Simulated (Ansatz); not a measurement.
Reaction (hydrogenolysis of the Sn–N bond): `C=[N][SnH3]` + H₂ → `[SnH4]` + `C=N`

Isolated molecules relaxed with PBE0-D4/def2-TZVP in Ansatz; ΔE leaves out vibrations. CCSD(T)/CBS adds triple-zeta CCSD(T) − MP2 to the extrapolated MP2 energy (def2 sets, frozen cores). This one scheme is used for every species. Elements past krypton have def2 core potentials. For Sn outer-core shells are correlated without core-valence functions, which leaves a few kJ/mol of doubt a bond.

| level | ΔE (eV) |
| --- | --- |
| CCSD(T)/def2-TZVPP | -0.33 |
| CCSD/CBS(def2) | -0.32 |

Q: What does CCSD(T)/CBS give? (An estimate is asked.)

A: Computed: -0.26 eV. The listed levels differ from it by -0.07, -0.06 eV.

Q: What do rigid-rotor, harmonic-oscillator terms from PBE0-D4/def2-TZVP frequencies (298.15 K, 1 bar) make of the CCSD(T)/CBS value? (An estimate is asked.)

A: Ansatz gave: ΔZPE = +0.17 eV, ΔH = -0.13 eV, ΔS = 16 J/(mol·K), ΔG = -0.18 eV.

Largest T1 diagnostic among the species: 0.014.

In def2-TZVPP, CCSD(T) changes the Hartree–Fock value by +0.21 eV (the triples alone add +0.06 eV) and MP2 by +0.32 eV. From BLYP to BHLYP (50 % exact exchange), in def2-TZVPP and without D4, ΔE moves by −0.12 eV. At CCSD(T), def2-SVP lies −0.22 eV from the extrapolated value and def2-TZVPP −0.07 eV.
